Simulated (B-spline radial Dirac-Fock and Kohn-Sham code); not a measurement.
## Two-hole binding energies of Pb⁵⁺

System: Pb⁵⁺ in the configuration 1s2 2s2 2p6 3s2 3p6 3d10 4s2 4p6 4d10 4f14 5s2 5p6 5d9.

These are calculated numbers from an atomic code on a B-spline grid; the model is Dirac-Fock ΔSCF + Breit + QED. U is the two-hole binding energy less the two single-hole energies, the effective repulsion of the holes after relaxation. Each two-hole energy is an average over J within one jj subconfiguration.

```
          holes  E(a) (eV)  E(b) (eV)  E(ab) (eV)  U (eV)
           1s⁻²    88070.6    88070.6    177790.2  1649.0
   1s⁻¹ 3p3/2⁻¹    88070.6     3142.0     91337.9   125.3
   2s⁻¹ 2p1/2⁻¹    15938.1    15270.1     31461.2   253.0
        2p1/2⁻²    15270.1    15270.1     30884.0   343.9
        2p3/2⁻²    13105.6    13105.6           ?       ?
   2p1/2⁻¹ 3s⁻¹    15270.1     3928.3     19307.6   109.2
   2s⁻¹ 3p3/2⁻¹    15938.1     3142.0     19183.2   103.1
   2p3/2⁻¹ 3s⁻¹    13105.6     3928.3     17139.9   106.0
        3p1/2⁻²     3629.9     3629.9      7347.6    87.7
3p1/2⁻¹ 3p3/2⁻¹     3629.9     3142.0      6847.4    75.5
        3p3/2⁻²     3142.0     3142.0      6357.9    74.0
4f5/2⁻¹ 4f7/2⁻¹      211.3      206.5       452.9    35.1
        4f7/2⁻²      206.5      206.5       447.3    34.3
        5p3/2⁻²      153.7      153.7       327.8    20.3
```

Q: Give the missing two-hole energy and U.

A: E(ab) = 26480.5 eV and U = 269.3 eV.

Run: 75 s of CPU time on 1 thread of Neoverse-N1 (shared host), peak memory 0.57 GiB.
